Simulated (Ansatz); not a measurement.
`[AlH2][SiH2][SiH2][GaH2]` + `[GaH3]` → `[GaH2][GaH2]` + `[AlH2][SiH2][SiH3]` at 700 K and 1 bar (formal exchange of groups at a Ga–Si bond).

Gas-phase electronic energies from Ansatz, PBE0-D4/def2-TZVP geometries. CCSD(T)/CBS adds triple-zeta CCSD(T) − MP2 to the extrapolated MP2 energy (def2 sets, frozen cores). For Ga outer-core shells are correlated without core-valence functions, which leaves a few kJ/mol of doubt a bond. Scalar relativity is left out up to krypton. Each species was taken in one conformer, which may not be the lowest.

```tsv
species	CCSD(T)/CBS energy (Eh)	H − E (kJ/mol)	S (J/(mol·K))
`[AlH2][SiH2][SiH2][GaH2]`	-2748.88302	265.3	595.0
`[GaH3]`	-1925.70545	80.8	262.3
`[GaH2][GaH2]`	-3850.24627	121.8	374.6
`[AlH2][SiH2][SiH3]`	-824.34741	225.8	484.0
```

H − E and S are ideal-gas, rigid-rotor, harmonic terms from PBE0-D4/def2-TZVP, for one conformer and one mirror image of each species. 1 Eh = 2625.50 kJ/mol, R = 8.31446 J/(mol·K).

By hand: ΔE, ΔH, ΔS and ΔG.

ΔE = (-3850.24627) + (-824.34741) − (-2748.88302) − (-1925.70545) = -0.00521 Eh = -13.7 kJ/mol. Δ(H − E) = 121.8 + 225.8 − 265.3 − 80.8 = 1.5, so ΔH = -12.2 kJ/mol. ΔS = 374.6 + 484.0 − 595.0 − 262.3 = 1.3 J/(mol·K). ΔG = -12.2 − 700 × (1.3)/1000 = -13.1 kJ/mol.

By hand: the equilibrium constant, and the temperature at which ΔG would vanish if ΔH and ΔS stayed fixed.

log₁₀ K = −ΔG/(RT ln 10) = 1.0. ΔH and −TΔS have one sign here, so there is no such temperature.

The number of gas molecules stays the same, so ΔS is small and ΔH decides. A doubt of 5 kJ/mol in ΔE shifts log₁₀ K by 0.4 here. Other conformers and mirror images would add mixing entropy, several J/(mol·K) or more a flexible species. Modes under 60 cm⁻¹, often nearly free rotors, make the harmonic entropy too high. These are equilibria of isolated gas molecules and say nothing of rates. Largest T1 diagnostic: 0.014 (customary marks: 0.02 for closed shells, 0.045 for open ones).

ΔS is within the doubt of such terms, so its sign, and with it that verdict, could turn.
